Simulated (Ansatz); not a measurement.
A run for Ansatz (a quantum-chemistry and plane-wave program): R-wB97X-V/def2-TZVPPD on HF (SMILES F). Files ending in .json are basis or fitting sets from the Basis Set Exchange.

Ansatz 0.2 input:
```yaml
crystal:
  periodic: [false, false, false]
  atoms:
    - {symbol: F, position_ang: [-0.36218514, 0.13536947, 0.36942273]}
    - {symbol: H, position_ang: [-0.22032105, -0.77429421, 0.26519966]}
basis:
  gaussian:
    orbitals: def2-TZVPPD.json
hamiltonian:
  xc: {name: wB97X-V}
scf: {lower_state_search: off}
```

The head of its log:

```
WARN ansatz: RAYON_NUM_THREADS=2 ignored (pool sized by the plan → 2); use --threads N
Functional definition: wB97X-V
these checks for a lower state are left out or cut short: stability, starts, cluster_reference, orbital_swaps, neighbouring_geometries, increment
integrals: 0.01 GiB planned
256 factors; their error is unknown
integrals: 0.04 GiB planned
78 factors; integrals over basis functions are off by at most 2.5e-5 eV
mean field: 0.12 GiB planned
mean field evaluation 1: about -2732.2883 eV, gradient 3.0e1 eV
mean field evaluation 2: about -2732.2158 eV, gradient 3.4e1 eV
```

**Question.** Predict the final total energy.

**Answer.** -100.4566 hartree.
